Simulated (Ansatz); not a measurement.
Mulliken charges of C2H3AlClFO (`FC1(Cl)[CH2][AlH][O]1`) from PBE/def2-TZVPP in Ansatz (PBE0-D4/def2-TZVP geometry).

```
atom   x (Å)   y (Å)   z (Å)  charge (e)
  F1   1.101  -1.143   1.249      -0.144
  C2   0.821  -0.249   0.265       0.396
 Cl3   2.257  -0.237  -0.830      -0.157
  C4  -0.481  -0.613  -0.475      -0.334
 Al5  -0.978   1.140   0.203       0.390
  O6   0.644   0.995   0.820      -0.294
  H7  -0.934  -1.508  -0.049       0.097
  H8  -0.342  -0.756  -1.544       0.094
  H9  -2.000   2.324   0.344      -0.047
```

**Question.** By hand: the dipole of these point charges (1 e Å = 4.8032 D).

**Answer.** Σ q r = (-0.627, 0.133, -0.114) e Å, of length 0.651 e Å = 3.13 D.

**Question.** How does the dipole of the full density compare? (Best estimate.)

**Answer.** Computed: (-0.785, 0.177, -0.176) e Å, 3.96 D; the point charges give 0.79 times that, at 2° from its direction.

Point charges leave out the atoms' own dipoles, such as those of lone pairs, and Mulliken's split depends on the basis, so the two needn't agree.
